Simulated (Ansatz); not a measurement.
Several settings on one geometry of (H3Ge)2S (Ge2H6S) (that of the charge 0 singlet, B3LYP-D4/def2-SVP). Ansatz on 4 threads of Intel Xeon 6975P-C on a shared host; times are rough.

Cartesian coordinates in Å:
```
Ge 1.578 -0.141 0.659
H 2.040 -0.447 -0.782
H 2.708 0.527 1.461
H 1.126 -1.450 1.340
S -0.105 1.350 0.637
Ge -1.584 0.217 -0.623
H -1.008 -0.028 -2.034
H -1.920 -1.138 0.035
H -2.833 1.111 -0.694
```

Totals from different functionals, basis sets or treatments of relativity can't be compared as stabilities.

The spins typed aren't always the lowest for that charge.

(1) Give the basis size and estimate the energy, ⟨S²⟩ and time of these runs.

```
run                           method  charge    state                                 further keys
  1    ROKS revPBE-D3(BJ)-ATM/STO-3G       0  triplet  scf: {omitted_lower_state_checks: [starts]}
  2               UKS PBE-D4/cc-pVDZ      -1  doublet                                            –
  3  RKS revPBE0-D3(BJ)-ATM/def2-SVP       0  singlet                                 forces asked
```

Answers

(1) 
```csv
run,functions,energy (Eh),⟨S²⟩,wall time
1,51,-4502.9129,–,0.5 s
2,102,-4554.9073,0.75,2.2 s
3,112,-4554.8499,–,0.95 s
```

The highest occupied level of an anion often lies above zero with these methods, and sets without diffuse functions describe the outer electron poorly.
